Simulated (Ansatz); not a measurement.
Cartesian coordinates in Å:
```
C 0.732 -2.150 1.801
C 0.613 -1.412 0.858
Sn 0.401 -0.146 -0.733
F -0.209 -1.146 -2.226
F 2.122 0.451 -1.265
C -0.811 1.483 -0.499
C -1.527 2.440 -0.350
H 0.839 -2.807 2.635
H -2.160 3.288 -0.222
```

The species carries charge 0 and has multiplicity 1. Sn takes the def2 core potential.

Problem. List the r2SCAN/def2-TZVPP orbital energies in eV (Ansatz 0.2.0). (An estimate is asked.)

Solution. The calculation gave: Occupied: -665.52, -665.51, -274.18, -274.18, -273.96, -273.95, -138.74, -93.60, -93.58, -93.53, -30.71, -30.48, -28.07, -27.93, -27.92, -27.68, -27.12, -20.33, -20.24, -15.47, -14.70, -13.82, -11.42, -11.07, -10.90, -9.72, -9.67, -9.57, -9.48, -8.25, -8.24, -8.13, -8.10. Lowest empty: -2.12, -2.01, -1.49, -0.73, -0.65, 1.84, 1.88, 1.98.
